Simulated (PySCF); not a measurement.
**C6H14O: full NMR table**

* Formula: C6H14O
* SMILES: CCOC(C)(C)C
* InChI: InChI=1S/C6H14O/c1-5-7-6(2,3)4/h5H2,1-4H3
* Point group of the computed structure: Cs
* Degrees of unsaturation: 0
* Carbon signals: 4
* Proton signals: 3

Atoms are numbered as in `[CH3:1][CH2:2][O:3][C:4]([CH3:5])([CH3:6])[CH3:7]`. Each H is labelled by its parent atom.

Rapidly exchanging positions averaged, one computed conformer, relativity neglected, no solvent. Spin–spin couplings from B3LYP/pcJ-1 (without the spin–dipole term); shieldings: GIAO PBE0/pcSseg-1; PBE0-D3(BJ)/def2-SVP geometry; PySCF.

Referencing at the same level of theory: 1H and 13C against TMS; 17O against H2O.

| carbon | δC, type | δH (multiplicity, J in Hz) | HMBC from (abs. J ≥ 3 Hz) | span of the C tensor (ppm) |
| --- | --- | --- | --- | --- |
| C1 | 18.1, CH3 | 1.20 (t, 7.7) | – | 33 |
| C2 | 57.1, CH2 | 3.28 (q, 7.7) | H(C1) | 60 |
| C4 | 70.7, C | – | H(C5)/H(C6)/H(C7) | 65 |
| C5/C6/C7 | 28.4, CH3 | 1.16 (s) | H(C5)/H(C6)/H(C7) | 52 |

Other nuclei:
```
atoms  nucleus   environment  δ (ppm)  σ (ppm)
   O3      17O  ether oxygen     86.3    248.3
```

Selected couplings (Hz, signed; the shortest-range and largest first, 30 at most; isotopes 13C, 1H): 1J(C2,H(C2)) 141.4, 1J(C1,H(C1)) 133.1, 1J(C5,H(C5)) 132.6, 1J(C1,C2) 42.8, 1J(C4,C5) 40.7, 2J(C2,C4) -2.1, 3J(H(C1),H(C2)) 7.7, 3J(C1,C4) 4.9, 3J(C2,C5) 2.5.

1. Carbon types of the structure: 1 × C, 1 × CH2, 4 × CH3, which accounts for all hydrogens.
2. δC 70.7: fully substituted sp3 carbon bonded to O; deshielded by the electronegative neighbour.
3. δC 57.1: sp3 CH2 bonded to O; deshielded by the electronegative neighbour.
4. δC 28.4, 18.1: methyl carbon; saturated and bonded to C and H only.
5. δH 3.28: hydrogen on an sp3 CH2 bonded to O; its carbon carries O, which withdraws density.
6. δH 1.20, 1.16: hydrogen on a methyl carbon.
7. The protons at 1.20 and 3.28 share a coupling of 7.7 Hz (vicinal).

Multiplet labels drop couplings under 1 Hz and merge nearly equal ones. Unscaled 3J(H,H) at this level run about 10 % above measured values. Shifts are as computed. Against solution values, carbons near 30 ppm lie about +2 ppm off and those near 130 ppm about +5 ppm. Of 1211 compounds with measured shifts, 218 miss one by over three times the rms of a fit or turn the order of signals round; such compounds aren't used in these exercises. Experimental scales use liquid or dissolved standards, which lie at an offset from isolated H2O (liquid H2O: subtract about 36 ppm).
